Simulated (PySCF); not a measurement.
MS for M along the second period

PBE0 with triple-zeta basis sets in PySCF, for the lowest determinant that a PBE0 search found; no spin–orbit coupling. De refers to high-spin ground-configuration atoms. A positive dipole means M(−)S(+).

```
 M         basis  state (unpaired electrons)  Re (Å)  ωe (cm⁻¹)  De (eV)  μ (D)
Li  x2c-TZVPPall               doublet (π ↑)   2.144        589     3.08  -6.88
Be  x2c-TZVPPall      singlet (closed shell)   1.742       1017     3.41  -5.27
 B  x2c-TZVPPall               doublet (σ ↑)   1.607       1205     5.98  -0.83
 C  x2c-TZVPPall      singlet (closed shell)   1.529       1332     7.29   1.94
 N  x2c-TZVPPall               doublet (π ↑)   1.485       1290     4.85   1.85
 O  x2c-TZVPPall              triplet (π ↑↑)   1.480       1198     5.46   1.59
 F  x2c-TZVPPall               doublet (π ↑)   1.596        861     3.64   0.82
```

The shortest bond is that of SO (1.480 Å), the longest that of LiS (2.144 Å). CS is bound most strongly (7.29 eV) and LiS least (3.08 eV).

The state changes along the series, so neighbouring rows are not always alike in their bonding.

States were picked by a PBE0 search and need not be the measured ground states.
